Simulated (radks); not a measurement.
Species: C+. Configuration: [He] 2s2 2p1. Method: non-relativistic Kohn-Sham, PBE, spin-polarised, spherical densities, point nucleus; open shells are filled with parallel spins first; computed with a radial shooting solver on a logarithmic mesh with Libxc functionals.

Normalised radial functions P(r) = r R(r), r in bohr:

| r | 2p up |
|---|---|
| 0.00837 | 0.0005 |
| 0.009287 | 0.0006 |
| 0.01031 | 0.0008 |
| 0.01143 | 0.0009 |
| 0.01269 | 0.0011 |
| 0.01408 | 0.0014 |
| 0.01562 | 0.0017 |
| 0.01733 | 0.0021 |
| 0.01908 | 0.0025 |
| 0.02117 | 0.0031 |
| 0.02349 | 0.0038 |
| 0.02607 | 0.0047 |
| 0.02892 | 0.0057 |
| 0.03209 | 0.0069 |
| 0.03561 | 0.0084 |
| 0.03951 | 0.0103 |
| 0.04384 | 0.0125 |
| 0.04865 | 0.0152 |
| 0.05398 | 0.0184 |
| 0.0599 | 0.0223 |
| 0.06646 | 0.0269 |
| 0.07375 | 0.0324 |
| 0.08183 | 0.0390 |
| 0.0908 | 0.0469 |
| 0.09995 | 0.0553 |
| 0.1109 | 0.0661 |
| 0.1231 | 0.0787 |
| 0.1365 | 0.0935 |
| 0.1515 | 0.1105 |
| 0.1681 | 0.1303 |
| 0.1865 | 0.1528 |
| 0.207 | 0.1785 |
| 0.2297 | 0.2075 |
| 0.2548 | 0.2400 |
| 0.2828 | 0.2759 |
| 0.3138 | 0.3153 |
| 0.3482 | 0.3579 |
| 0.3863 | 0.4033 |
| 0.4286 | 0.4511 |
| 0.4756 | 0.5004 |
| 0.5236 | 0.5463 |
| 0.5809 | 0.5955 |
| 0.6446 | 0.6432 |
| 0.7153 | 0.6877 |
| 0.7936 | 0.7270 |
| 0.8806 | 0.7583 |
| 0.9771 | 0.7795 |
| 1.084 | 0.7885 |
| 1.203 | 0.7838 |
| 1.335 | 0.7644 |
| 1.481 | 0.7302 |
| 1.644 | 0.6820 |
| 1.824 | 0.6217 |
| 2.024 | 0.5520 |
| 2.245 | 0.4766 |
| 2.491 | 0.3994 |
| 2.743 | 0.3299 |
| 3.043 | 0.2593 |
| 3.377 | 0.1962 |
| 3.747 | 0.1420 |
| 4.157 | 0.0979 |
| 4.613 | 0.0639 |
| 5.119 | 0.0392 |
| 5.68 | 0.0225 |

2p up: eigenvalue -17.730 eV, 0 radial nodes, <r> = 1.49 bohr, 90 % of the charge inside 2.48 bohr.
